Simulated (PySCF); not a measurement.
Species: C5H9ClSi2.
Numbering: `[CH:1]#[C:2][C@@H:3]1[SiH2:4][CH2:5][Si@H:6]1[CH2:7][Cl:8]`

Probes without a nucleus sit at each ring's centroid and 1 Å off its mean plane on both sides; NICS is minus the shielding there, NICSzz its component along the normal. Level: GIAO B97-2/pcSseg-1 (PySCF, non-relativistic, gas phase) on the PBE0-D3(BJ)/def2-SVP geometry, one conformer.

Ring bond lengths (Å): C3–Si4 1.931, Si4–C5 1.900, C5–Si6 1.893, Si6–C3 1.930.

Task: What do the NICS probes read (ppm)?

Result: 
```json
{"ring": "C3–Si4–C5–Si6", "type": "4-membered ring with 2 Si; formal bonds all single", "NICS(0)": "-1.8", "NICS(1), two faces": "-2.2 / -0.9", "NICS(1)zz, two faces": "2.6 / 4.0", "rms pucker (Å)": "0.02", "centre to ring atoms, mean (Å)": "1.35"}
```

Task: What can be read from them?

Result: 
- C3–Si4–C5–Si6: mean NICS(1)zz 3.3 ppm, deshielded. C3, Si4, C5, Si6 have four or more neighbours; no verdict on aromaticity is drawn.

Task: How shielded are the nuclei of the rings and their hydrogens (means over atoms taken as equivalent)?

Result: 
```tsv
atoms	environment	σ isotropic (ppm)	principal values of the symmetric part, first atom (ppm)
C3	sp3 carbon bound to silicon	181.3	169.7, 176.9, 197.2
Si4	SiH2 silicon	381.3	349.0, 373.6, 421.3
C5	sp3 carbon bound to silicon	192.8	185.8, 192.8, 199.8
Si6	SiH silicon	357.6	340.0, 353.3, 379.5
H on C3	methine hydrogen	29.96	24.8, 30.3, 34.8
H on Si4	Si–H hydrogen	26.54	23.2, 25.0, 31.4
H on Si4	Si–H hydrogen	26.46	23.3, 24.4, 31.7
H on C5	methylene hydrogen	30.93	26.3, 29.0, 37.5
H on C5	methylene hydrogen	30.65	26.4, 27.6, 38.0
H on Si6	Si–H hydrogen	26.50	23.3, 25.4, 30.8
```

Task: How do the values depend on the level or the medium?

Result: 
```json
{"level": "B97-2/pcSseg-1, gas", "NICS(0), C3–Si4–C5–Si6": "-1.8", "mean NICS(1)zz, C3–Si4–C5–Si6": "3.3"}
{"level": "PBE0/pcSseg-1, gas", "NICS(0), C3–Si4–C5–Si6": "-1.8", "mean NICS(1)zz, C3–Si4–C5–Si6": "3.4"}
```

The geometry is the same throughout.

Conformer computed: `[CH:1]#[C:2][C@@H:3]1[SiH2:4][CH2:5][Si@H:6]1[CH2:7][Cl:8]`: C5–Si6–C7–Cl8 -64°.
